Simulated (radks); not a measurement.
Question: These are the eigenvalues of the occupied orbitals of an atom or ion with whole-number occupations (hartree). Calculated with a radial shooting solver on a logarithmic mesh with Libxc functionals: scalar-relativistic Kohn-Sham, LDA (Slater exchange, Perdew-Wang correlation), spin-polarised, spherical densities, point nucleus.

orbital  eigenvalue
1s up     -553.7333
1s down   -553.7308
2s up     -75.99971
2s down   -75.90111
2p up     -67.67509
2p down   -67.59891
3s up     -12.78987
3s down   -12.65922
3p up     -10.11346
3p down    -9.98374
3d up      -5.71665
3d down    -5.57776
4s up      -2.01699
4s down    -1.99612
4p up      -1.33135
4p down    -1.31558
5s up      -0.37789
5s down    -0.37556

Which element is it, and in what charge state? The configuration may be excited. Open shells, if any, are filled with parallel spins first.

Answer: Z = 37, rubidium, charge +1: Rb+ in [Ar] 3d8 4s2 4p6 5s2. The list shows which subshells hold electrons but not how many an open one holds; the 1s level, -553.73 hartree, gives Z - s = 33.3 by -(Z - s)^2/2, which with screening and relativity narrows Z to a few neighbours, and the depths of the outer levels then fix element, charge and occupations together.
